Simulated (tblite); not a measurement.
Record of a relaxation.

Species: C3H13Ge2N.
Atom-mapped SMILES: `[CH3:1][CH2:2][Ge@H:3]([NH2:4])[CH2:5][GeH3:6]` (hydrogens: H7, H8, H9 on C1; H10, H11 on C2; H12 on Ge3; H13, H14 on N4; H15, H16 on C5; H17, H18, H19 on Ge6)

Computed with GFN2-xTB (tblite), gas phase: L-BFGS steps from a force-field or distance-geometry start until the largest atomic force falls under 0.01 eV/Å. 10 of its 117 geometries are shown.

Step 0: E = -538.3953 eV, largest atomic force 1.377 eV/Å
```
atom  x, y, z in Å  |  force x, y, z in eV/Å
C1     -2.015    0.059    1.177   -0.610   0.270   0.418
C2     -1.367   -0.787    0.096   -0.084  -0.745   0.544
Ge3    -0.277    0.311   -1.085   -0.256   0.330  -0.976
N4      0.550   -0.764   -2.361   -0.367  -1.072   0.587
C5      1.051    1.316   -0.084    0.322   1.030  -0.048
Ge6     2.176    0.101    0.921    0.531  -0.311   0.391
H7     -2.667    0.839    0.705    0.562  -0.596   0.507
H8     -1.246    0.560    1.810   -0.596  -0.346  -0.461
H9     -2.648   -0.584    1.829    0.374   0.553  -0.329
H10    -0.716   -1.556    0.586   -0.536   0.370  -0.410
H11    -2.145   -1.311   -0.494    0.332   0.112   0.367
H12    -1.220    1.313   -1.817    0.300  -0.281   0.045
H13    -0.213   -1.244   -2.880    0.868   0.304   0.306
H14     1.058   -1.519   -1.825   -0.573   0.881  -0.890
H15     1.676    1.905   -0.799   -0.471  -0.295   0.602
H16     0.543    2.019    0.617    0.389  -0.345  -0.571
H17     3.260    0.923    1.683   -0.412  -0.479  -0.266
H18     2.873   -0.899   -0.040   -0.260   0.381   0.562
H19     1.318   -0.672    1.956    0.487   0.238  -0.380
```

Step 13: E = -538.7048 eV, largest atomic force 0.186 eV/Å
```
atom  x, y, z in Å  |  force x, y, z in eV/Å
C1     -2.065    0.046    1.225   -0.037   0.049   0.038
C2     -1.418   -0.791    0.138    0.027  -0.004  -0.043
Ge3    -0.321    0.309   -1.118    0.104   0.038   0.144
N4      0.499   -0.761   -2.347    0.069   0.014  -0.040
C5      1.066    1.335   -0.113    0.021  -0.071   0.025
Ge6     2.204    0.119    0.935   -0.069   0.042  -0.055
H7     -2.683    0.819    0.777   -0.068   0.073  -0.007
H8     -1.303    0.532    1.828    0.057   0.035   0.060
H9     -2.689   -0.549    1.885   -0.022  -0.103   0.008
H10    -0.765   -1.549    0.582   -0.025   0.024   0.016
H11    -2.179   -1.329   -0.431   -0.039   0.023   0.013
H12    -1.169    1.273   -1.930   -0.022  -0.018  -0.026
H13    -0.128   -1.240   -2.979    0.036   0.030   0.003
H14     1.107   -1.458   -1.934    0.021   0.021  -0.064
H15     1.684    1.925   -0.795   -0.113  -0.140   0.047
H16     0.568    2.039    0.561    0.065  -0.105  -0.101
H17     3.272    0.846    1.698   -0.012   0.027  -0.019
H18     2.892   -0.889    0.067    0.006   0.027   0.007
H19     1.419   -0.666    1.943    0.001   0.038  -0.007
```

Step 26: E = -538.7295 eV, largest atomic force 0.091 eV/Å
```
atom  x, y, z in Å  |  force x, y, z in eV/Å
C1     -2.092    0.056    1.257   -0.002   0.013   0.007
C2     -1.451   -0.776    0.156   -0.019   0.008   0.023
Ge3    -0.320    0.282   -1.112   -0.078  -0.047   0.003
N4      0.528   -0.735   -2.362    0.016   0.037  -0.023
C5      1.068    1.288   -0.127    0.013  -0.025   0.009
Ge6     2.211    0.115    0.939    0.047  -0.043   0.043
H7     -2.724    0.836    0.838   -0.008   0.001  -0.041
H8     -1.332    0.535    1.872    0.033  -0.015  -0.003
H9     -2.706   -0.569    1.904    0.002  -0.005   0.002
H10    -0.814   -1.541    0.607   -0.015  -0.019  -0.013
H11    -2.228   -1.299   -0.406    0.008   0.009  -0.004
H12    -1.156    1.234   -1.953   -0.014   0.004   0.025
H13    -0.071   -1.191   -3.035    0.015  -0.017   0.001
H14     1.191   -1.414   -2.017   -0.007   0.003   0.003
H15     1.677    1.841   -0.838    0.015   0.034  -0.013
H16     0.586    2.009    0.531    0.004   0.051  -0.011
H17     3.266    0.880    1.682   -0.016   0.017  -0.016
H18     2.922   -0.892    0.092    0.001  -0.009   0.009
H19     1.434   -0.650    1.965    0.004   0.002   0.000
```

Step 39: E = -538.7343 eV, largest atomic force 0.032 eV/Å
```
atom  x, y, z in Å  |  force x, y, z in eV/Å
C1     -2.092    0.056    1.257   -0.001   0.000   0.001
C2     -1.470   -0.792    0.158   -0.006   0.004   0.006
Ge3    -0.333    0.269   -1.103    0.002   0.011   0.004
N4      0.535   -0.708   -2.376   -0.019  -0.002   0.026
C5      1.074    1.273   -0.134   -0.016  -0.011  -0.014
Ge6     2.218    0.112    0.948   -0.009   0.012  -0.005
H7     -2.716    0.838    0.829    0.012  -0.002   0.000
H8     -1.319    0.528    1.863    0.001  -0.012  -0.009
H9     -2.710   -0.557    1.912    0.004   0.010  -0.003
H10    -0.853   -1.576    0.606   -0.002   0.001  -0.016
H11    -2.260   -1.292   -0.408    0.012  -0.006  -0.006
H12    -1.190    1.231   -1.911    0.003  -0.001   0.003
H13    -0.047   -1.185   -3.050    0.004   0.002   0.014
H14     1.211   -1.372   -2.023    0.001   0.005  -0.024
H15     1.686    1.804   -0.861   -0.014  -0.005   0.011
H16     0.609    2.020    0.509    0.014  -0.008  -0.019
H17     3.261    0.911    1.670    0.021   0.004   0.019
H18     2.937   -0.907    0.124    0.010  -0.004  -0.012
H19     1.450   -0.645    1.984   -0.015   0.004   0.025
```

Step 52: E = -538.7356 eV, largest atomic force 0.034 eV/Å
```
atom  x, y, z in Å  |  force x, y, z in eV/Å
C1     -2.088    0.051    1.256    0.009   0.002  -0.002
C2     -1.478   -0.801    0.154    0.021  -0.009  -0.025
Ge3    -0.337    0.265   -1.098   -0.018   0.005  -0.025
N4      0.524   -0.700   -2.383   -0.006   0.001   0.006
C5      1.075    1.266   -0.135   -0.001  -0.007  -0.011
Ge6     2.219    0.118    0.960    0.007  -0.013   0.019
H7     -2.699    0.843    0.828   -0.005   0.018   0.001
H8     -1.305    0.509    1.857    0.008   0.016   0.024
H9     -2.715   -0.549    1.913   -0.006  -0.021  -0.001
H10    -0.865   -1.590    0.594    0.004  -0.015   0.016
H11    -2.269   -1.293   -0.415   -0.011  -0.001  -0.006
H12    -1.197    1.234   -1.895    0.006  -0.002   0.003
H13    -0.060   -1.192   -3.045   -0.002   0.001   0.012
H14     1.227   -1.345   -2.048   -0.002   0.003  -0.010
H15     1.688    1.780   -0.874    0.009   0.019  -0.002
H16     0.619    2.026    0.497   -0.005   0.003  -0.008
H17     3.266    0.917    1.677    0.002   0.006  -0.002
H18     2.938   -0.908    0.141   -0.011  -0.003   0.013
H19     1.448   -0.622    2.009    0.000  -0.002  -0.004
```

Step 64: E = -538.7372 eV, largest atomic force 0.019 eV/Å
```
atom  x, y, z in Å  |  force x, y, z in eV/Å
C1     -2.073    0.041    1.258    0.008   0.003  -0.005
C2     -1.473   -0.807    0.147    0.003  -0.005  -0.005
Ge3    -0.333    0.261   -1.102   -0.009   0.006   0.002
N4      0.499   -0.695   -2.410    0.001   0.009  -0.006
C5      1.083    1.261   -0.144    0.000  -0.002   0.000
Ge6     2.210    0.129    0.985   -0.002  -0.003  -0.002
H7     -2.660    0.855    0.836   -0.011   0.002   0.015
H8     -1.286    0.472    1.874   -0.002  -0.001   0.013
H9     -2.720   -0.558    1.898    0.005   0.011  -0.004
H10    -0.872   -1.610    0.580    0.010  -0.003  -0.005
H11    -2.274   -1.281   -0.425    0.003  -0.007  -0.006
H12    -1.198    1.242   -1.877   -0.013   0.003  -0.006
H13    -0.104   -1.224   -3.024    0.007  -0.008  -0.003
H14     1.248   -1.302   -2.108   -0.001  -0.007   0.003
H15     1.707    1.765   -0.882   -0.001  -0.002  -0.002
H16     0.619    2.034    0.468    0.010   0.000   0.006
H17     3.265    0.936    1.681   -0.003  -0.003   0.000
H18     2.917   -0.925    0.192    0.002  -0.004   0.004
H19     1.433   -0.584    2.048   -0.009   0.010   0.001
```

Step 77: E = -538.7379 eV, largest atomic force 0.020 eV/Å
```
atom  x, y, z in Å  |  force x, y, z in eV/Å
C1     -2.065    0.036    1.260    0.002   0.002   0.002
C2     -1.468   -0.805    0.142    0.001  -0.002   0.003
Ge3    -0.337    0.269   -1.109    0.007  -0.009  -0.005
N4      0.492   -0.691   -2.420    0.003  -0.012   0.004
C5      1.086    1.260   -0.152   -0.001   0.003   0.001
Ge6     2.202    0.128    0.990   -0.004   0.002  -0.002
H7     -2.648    0.858    0.849   -0.005  -0.008   0.004
H8     -1.277    0.457    1.884    0.002  -0.004   0.000
H9     -2.715   -0.567    1.893    0.002   0.007   0.002
H10    -0.860   -1.607    0.569    0.000  -0.003  -0.003
H11    -2.269   -1.281   -0.427    0.003  -0.001   0.003
H12    -1.212    1.246   -1.879    0.007   0.005   0.000
H13    -0.111   -1.236   -3.021    0.011   0.014   0.010
H14     1.248   -1.289   -2.115   -0.013   0.010  -0.005
H15     1.714    1.760   -0.888   -0.001  -0.006   0.000
H16     0.629    2.035    0.462   -0.002   0.007  -0.010
H17     3.259    0.938    1.680   -0.002  -0.003  -0.001
H18     2.908   -0.943    0.218   -0.009  -0.002   0.001
H19     1.412   -0.559    2.059   -0.001   0.001  -0.002
```

Step 90: E = -538.7388 eV, largest atomic force 0.039 eV/Å
```
atom  x, y, z in Å  |  force x, y, z in eV/Å
C1     -2.048    0.022    1.270    0.007  -0.002  -0.004
C2     -1.460   -0.808    0.140    0.025  -0.003  -0.030
Ge3    -0.340    0.276   -1.115   -0.013  -0.017   0.012
N4      0.490   -0.677   -2.429   -0.001  -0.008  -0.002
C5      1.090    1.264   -0.168    0.002   0.002   0.004
Ge6     2.174    0.132    1.002   -0.001  -0.016   0.000
H7     -2.632    0.849    0.871   -0.017   0.003   0.006
H8     -1.256    0.434    1.893    0.020   0.016   0.004
H9     -2.694   -0.585    1.903   -0.017  -0.008   0.003
H10    -0.844   -1.610    0.554   -0.005  -0.001   0.001
H11    -2.265   -1.284   -0.425   -0.001   0.005   0.004
H12    -1.212    1.260   -1.879   -0.010  -0.006  -0.004
H13    -0.111   -1.231   -3.024    0.004   0.005  -0.001
H14     1.253   -1.266   -2.124   -0.005   0.002  -0.005
H15     1.731    1.733   -0.914    0.006   0.003   0.008
H16     0.644    2.062    0.424    0.003   0.004  -0.004
H17     3.248    0.931    1.678    0.005  -0.001   0.009
H18     2.857   -0.973    0.256   -0.010   0.008   0.001
H19     1.365   -0.518    2.081    0.006   0.011  -0.002
```

Step 103: E = -538.7395 eV, largest atomic force 0.011 eV/Å
```
atom  x, y, z in Å  |  force x, y, z in eV/Å
C1     -2.032    0.012    1.277    0.003   0.000   0.003
C2     -1.450   -0.810    0.136   -0.005   0.002   0.007
Ge3    -0.340    0.281   -1.120    0.004   0.004  -0.005
N4      0.487   -0.668   -2.438    0.001   0.001   0.000
C5      1.095    1.270   -0.178    0.000  -0.002  -0.001
Ge6     2.152    0.136    1.016   -0.001   0.004   0.004
H7     -2.627    0.837    0.890   -0.001  -0.011  -0.002
H8     -1.236    0.427    1.893    0.003   0.003  -0.005
H9     -2.668   -0.604    1.913    0.002   0.004  -0.003
H10    -0.833   -1.615    0.541   -0.001   0.001   0.001
H11    -2.260   -1.281   -0.426    0.001  -0.001  -0.001
H12    -1.225    1.257   -1.880    0.003   0.001   0.001
H13    -0.112   -1.223   -3.033   -0.003   0.002  -0.002
H14     1.254   -1.254   -2.137    0.000  -0.002  -0.003
H15     1.751    1.714   -0.925   -0.004   0.003  -0.003
H16     0.657    2.087    0.394    0.001  -0.004   0.006
H17     3.244    0.917    1.684    0.001  -0.001  -0.006
H18     2.806   -0.994    0.283    0.002  -0.003   0.005
H19     1.329   -0.477    2.104   -0.003  -0.002   0.005
```

Step 116: E = -538.7398 eV, largest atomic force 0.010 eV/Å
```
atom  x, y, z in Å  |  force x, y, z in eV/Å
C1     -2.023    0.008    1.277   -0.002   0.001   0.000
C2     -1.445   -0.813    0.134    0.003   0.000  -0.003
Ge3    -0.339    0.281   -1.122    0.000  -0.006  -0.006
N4      0.485   -0.663   -2.446    0.002   0.000  -0.003
C5      1.095    1.270   -0.179    0.000  -0.006  -0.004
Ge6     2.142    0.135    1.025    0.003   0.007   0.005
H7     -2.636    0.820    0.890   -0.005   0.000  -0.001
H8     -1.224    0.443    1.877    0.000  -0.003   0.001
H9     -2.640   -0.611    1.926   -0.003   0.003   0.004
H10    -0.826   -1.618    0.536    0.004   0.002   0.002
H11    -2.256   -1.284   -0.426    0.001  -0.001   0.001
H12    -1.224    1.257   -1.881   -0.004   0.009   0.000
H13    -0.119   -1.207   -3.046    0.001   0.001  -0.001
H14     1.248   -1.257   -2.154   -0.002   0.001   0.003
H15     1.754    1.711   -0.925    0.006   0.000  -0.001
H16     0.659    2.089    0.392   -0.005  -0.005  -0.001
H17     3.247    0.912    1.677    0.003   0.001   0.001
H18     2.780   -1.016    0.312   -0.002  -0.002  -0.006
H19     1.312   -0.448    2.124    0.001  -0.002   0.008
```

**Question.** Summarise the path.

**Answer.** The energy falls by 0.3445 eV from step 0 to step 116; nine tenths of that is first reached at step 14. It falls at every step. The largest force goes from 1.377 to 0.010 eV/Å. Among the bonds Ge6–H17 changes most, from 1.559 to 1.500 Å; the atoms move by 0.204 Å rms after alignment.

**Question.** Follow the three bonds and two angles with the largest change from start to end.

**Answer.** 
```json
{"step": "0", "E above end (eV)": "0.3445", "largest force (eV/Å)": "1.377", "Ge6–H17 (Å)": "1.559", "Ge6–H18 (Å)": "1.553", "Ge6–H19 (Å)": "1.551", "Ge3–N4–H13 (°)": "106.4", "Ge3–N4–H14 (°)": "106.2"}
{"step": "5", "E above end (eV)": "0.0876", "largest force (eV/Å)": "0.187", "Ge6–H17 (Å)": "1.489", "Ge6–H18 (Å)": "1.488", "Ge6–H19 (Å)": "1.491", "Ge3–N4–H13 (°)": "111.0", "Ge3–N4–H14 (°)": "111.3"}
{"step": "10", "E above end (eV)": "0.0469", "largest force (eV/Å)": "0.169", "Ge6–H17 (Å)": "1.499", "Ge6–H18 (Å)": "1.493", "Ge6–H19 (Å)": "1.496", "Ge3–N4–H13 (°)": "114.7", "Ge3–N4–H14 (°)": "112.9"}
{"step": "15", "E above end (eV)": "0.0274", "largest force (eV/Å)": "0.161", "Ge6–H17 (Å)": "1.503", "Ge6–H18 (Å)": "1.499", "Ge6–H19 (Å)": "1.500", "Ge3–N4–H13 (°)": "115.0", "Ge3–N4–H14 (°)": "113.8"}
{"step": "20", "E above end (eV)": "0.0147", "largest force (eV/Å)": "0.104", "Ge6–H17 (Å)": "1.499", "Ge6–H18 (Å)": "1.495", "Ge6–H19 (Å)": "1.497", "Ge3–N4–H13 (°)": "114.6", "Ge3–N4–H14 (°)": "115.4"}
{"step": "25", "E above end (eV)": "0.0111", "largest force (eV/Å)": "0.069", "Ge6–H17 (Å)": "1.501", "Ge6–H18 (Å)": "1.496", "Ge6–H19 (Å)": "1.497", "Ge3–N4–H13 (°)": "115.4", "Ge3–N4–H14 (°)": "116.3"}
{"step": "30", "E above end (eV)": "0.0082", "largest force (eV/Å)": "0.044", "Ge6–H17 (Å)": "1.499", "Ge6–H18 (Å)": "1.495", "Ge6–H19 (Å)": "1.496", "Ge3–N4–H13 (°)": "116.3", "Ge3–N4–H14 (°)": "116.6"}
{"step": "35", "E above end (eV)": "0.0065", "largest force (eV/Å)": "0.044", "Ge6–H17 (Å)": "1.501", "Ge6–H18 (Å)": "1.498", "Ge6–H19 (Å)": "1.498", "Ge3–N4–H13 (°)": "116.5", "Ge3–N4–H14 (°)": "115.7"}
{"step": "40", "E above end (eV)": "0.0054", "largest force (eV/Å)": "0.034", "Ge6–H17 (Å)": "1.499", "Ge6–H18 (Å)": "1.495", "Ge6–H19 (Å)": "1.496", "Ge3–N4–H13 (°)": "116.3", "Ge3–N4–H14 (°)": "115.2"}
{"step": "45", "E above end (eV)": "0.0048", "largest force (eV/Å)": "0.024", "Ge6–H17 (Å)": "1.501", "Ge6–H18 (Å)": "1.497", "Ge6–H19 (Å)": "1.497", "Ge3–N4–H13 (°)": "116.6", "Ge3–N4–H14 (°)": "115.7"}
{"step": "50", "E above end (eV)": "0.0045", "largest force (eV/Å)": "0.030", "Ge6–H17 (Å)": "1.500", "Ge6–H18 (Å)": "1.496", "Ge6–H19 (Å)": "1.497", "Ge3–N4–H13 (°)": "116.5", "Ge3–N4–H14 (°)": "115.6"}
{"step": "55", "E above end (eV)": "0.0038", "largest force (eV/Å)": "0.030", "Ge6–H17 (Å)": "1.500", "Ge6–H18 (Å)": "1.496", "Ge6–H19 (Å)": "1.497", "Ge3–N4–H13 (°)": "116.3", "Ge3–N4–H14 (°)": "115.8"}
{"step": "61", "E above end (eV)": "0.0030", "largest force (eV/Å)": "0.039", "Ge6–H17 (Å)": "1.500", "Ge6–H18 (Å)": "1.496", "Ge6–H19 (Å)": "1.497", "Ge3–N4–H13 (°)": "116.0", "Ge3–N4–H14 (°)": "116.0"}
{"step": "66", "E above end (eV)": "0.0025", "largest force (eV/Å)": "0.024", "Ge6–H17 (Å)": "1.500", "Ge6–H18 (Å)": "1.496", "Ge6–H19 (Å)": "1.496", "Ge3–N4–H13 (°)": "116.0", "Ge3–N4–H14 (°)": "116.0"}
{"step": "71", "E above end (eV)": "0.0022", "largest force (eV/Å)": "0.019", "Ge6–H17 (Å)": "1.500", "Ge6–H18 (Å)": "1.497", "Ge6–H19 (Å)": "1.497", "Ge3–N4–H13 (°)": "116.0", "Ge3–N4–H14 (°)": "116.0"}
{"step": "76", "E above end (eV)": "0.0020", "largest force (eV/Å)": "0.014", "Ge6–H17 (Å)": "1.500", "Ge6–H18 (Å)": "1.497", "Ge6–H19 (Å)": "1.497", "Ge3–N4–H13 (°)": "116.1", "Ge3–N4–H14 (°)": "115.8"}
{"step": "81", "E above end (eV)": "0.0018", "largest force (eV/Å)": "0.016", "Ge6–H17 (Å)": "1.500", "Ge6–H18 (Å)": "1.497", "Ge6–H19 (Å)": "1.497", "Ge3–N4–H13 (°)": "116.3", "Ge3–N4–H14 (°)": "115.8"}
{"step": "86", "E above end (eV)": "0.0013", "largest force (eV/Å)": "0.019", "Ge6–H17 (Å)": "1.500", "Ge6–H18 (Å)": "1.497", "Ge6–H19 (Å)": "1.496", "Ge3–N4–H13 (°)": "116.1", "Ge3–N4–H14 (°)": "115.6"}
{"step": "91", "E above end (eV)": "0.0009", "largest force (eV/Å)": "0.026", "Ge6–H17 (Å)": "1.499", "Ge6–H18 (Å)": "1.497", "Ge6–H19 (Å)": "1.497", "Ge3–N4–H13 (°)": "116.2", "Ge3–N4–H14 (°)": "115.6"}
{"step": "96", "E above end (eV)": "0.0006", "largest force (eV/Å)": "0.022", "Ge6–H17 (Å)": "1.500", "Ge6–H18 (Å)": "1.496", "Ge6–H19 (Å)": "1.496", "Ge3–N4–H13 (°)": "116.4", "Ge3–N4–H14 (°)": "115.5"}
{"step": "101", "E above end (eV)": "0.0004", "largest force (eV/Å)": "0.011", "Ge6–H17 (Å)": "1.500", "Ge6–H18 (Å)": "1.497", "Ge6–H19 (Å)": "1.497", "Ge3–N4–H13 (°)": "116.3", "Ge3–N4–H14 (°)": "115.6"}
{"step": "106", "E above end (eV)": "0.0003", "largest force (eV/Å)": "0.011", "Ge6–H17 (Å)": "1.500", "Ge6–H18 (Å)": "1.497", "Ge6–H19 (Å)": "1.496", "Ge3–N4–H13 (°)": "116.2", "Ge3–N4–H14 (°)": "115.6"}
{"step": "111", "E above end (eV)": "0.0001", "largest force (eV/Å)": "0.011", "Ge6–H17 (Å)": "1.500", "Ge6–H18 (Å)": "1.497", "Ge6–H19 (Å)": "1.497", "Ge3–N4–H13 (°)": "116.0", "Ge3–N4–H14 (°)": "115.7"}
{"step": "116", "E above end (eV)": "0.0000", "largest force (eV/Å)": "0.010", "Ge6–H17 (Å)": "1.500", "Ge6–H18 (Å)": "1.497", "Ge6–H19 (Å)": "1.496", "Ge3–N4–H13 (°)": "116.1", "Ge3–N4–H14 (°)": "115.8"}
```

The cost below is that of the whole relaxation. Hardware: an Arm Neoverse V2 with one thread, shared host. Cost: 0.72 s of wall time.
